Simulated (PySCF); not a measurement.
(F)3Sn-O-SiH3.
Structure used (PBE0-D3(BJ)/def2-SVP), in Å, numbered top down from 1:
```xyz
9
F3H3OSiSn angstrom
Sn    -0.6897    0.2237    1.4454
F      0.5755    1.5195    2.0515
F     -0.3638   -1.3983    2.3970
F     -2.4378    0.8092    1.9257
O     -0.5688   -0.0149   -0.4608
Si     0.6466   -0.2507   -1.5949
H     -0.0145   -0.3051   -2.9265
H      1.6222    0.8774   -1.5448
H      1.3631   -1.5303   -1.3183
```

Theory: PySCF 2.14.0, PBE0-D3(BJ)/def2-SVP geometry optimisation, gas phase, def2 core potentials past Kr.

**Question.** Which atoms are bound to Sn1, and at what distances?

**Answer.** 4 atoms: F4 1.905 Å, F3 1.909 Å, F2 1.910 Å, O5 1.925 Å. The nearest atom not counted as bound is Si6, at 3.35 Å.

**Question.** List the angles at Sn1.

**Answer.** 
| angle | degrees | distance of the outer atoms (Å) |
| --- | --- | --- |
| F3–Sn1–O5 | 112.2 | 3.18 |
| F2–Sn1–O5 | 110.9 | 3.16 |
| F4–Sn1–O5 | 110.2 | 3.14 |
| F2–Sn1–F4 | 108.6 | 3.10 |
| F2–Sn1–F3 | 107.8 | 3.08 |
| F3–Sn1–F4 | 107.0 | 3.07 |

**Question.** What is the shape at Sn1?

**Answer.** Tetrahedral: angles from 107.0° to 112.2°; τ4 = (360° − α − β)/141° = 0.97 with α and β the two widest (0 for a square, 1 for a tetrahedron).

**Question.** What are the other bond lengths?

**Answer.** O5–Si6 1.679 Å; Si6–H7, Si6–H8, Si6–H9 1.491 Å.

**Question.** Give some angles away from the centre.

**Answer.** Sn1–O5–Si6 137.0°.

Point group: near Cs, missed by 0.37 Å at most; the miss may be what the optimiser left on a soft mode. Charge 0, singlet. Whether it is a minimum is left open (no frequencies).
